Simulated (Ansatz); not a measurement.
This geometry of FGeH3 + H (6 atoms, charge 0, multiplicity 2) is a first-order saddle point.

Theory: UKS PBE0/def2-TZVP in Ansatz 0.2.0.

```xyz
6
Properties=species:S:1:pos:R:3
Ge 0.001 0.000 -0.057
F 0.001 0.000 1.899
H 1.473 0.000 -0.475
H -0.736 1.275 -0.474
H -0.736 -1.275 -0.474
H -0.001 0.000 3.111
```

(1) Which two structures does it join? (They come from a converged band through this point; their orientation in space is the band's.)

(2) How far does it lie above each of them?

Answers

(1) Bonds broken: Ge1–F2. Bonds formed: F2–H6. FGeH3 + H becomes FH + GeH3.

First end point:

```xyz
6
Properties=species:S:1:pos:R:3
Ge -0.001 0.000 -0.341
F 0.001 0.000 1.401
H 1.470 0.000 -0.770
H -0.734 1.276 -0.771
H -0.734 -1.276 -0.771
H 0.000 0.000 4.783
```

Last end point:

```xyz
6
Properties=species:S:1:pos:R:3
Ge 0.002 0.000 -0.639
F -0.011 0.000 3.304
H 1.466 0.000 -1.119
H -0.730 1.267 -1.120
H -0.730 -1.267 -1.120
H 0.005 0.000 4.224
```

(2) 20.9 kcal/mol above the first and 31.4 kcal/mol above the second. This is the barrier of this one path; another mechanism may lie lower.

The run took 93 s on 4 threads of Arm Neoverse V2, with other jobs on the host, peak memory 0.21 GiB.
